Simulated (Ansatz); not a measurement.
Ansatz (a program for electronic structure) input:

Ansatz 0.2 input:
```yaml
crystal:
  periodic: [false, false, false]
  atoms:
    - {symbol: Si, position_ang: [0.11136034, -0.08220749, 1.48821560]}
    - {symbol: I, position_ang: [1.08590198, 1.75680104, -0.18246921]}
    - {symbol: I, position_ang: [-1.11531792, -1.73508585, -0.21064434]}
basis:
  gaussian:
    orbitals: def2-TZVPD
hamiltonian:
  xc: {name: revPBE}
total_charge: -1
magnetization: {spin_polarized: true, initial_magnetization: 1}
output: {forces: true}
```

Predict the final energy.

-885.05975 Eh (revPBE/def2-TZVPD). The basis has 161 functions.
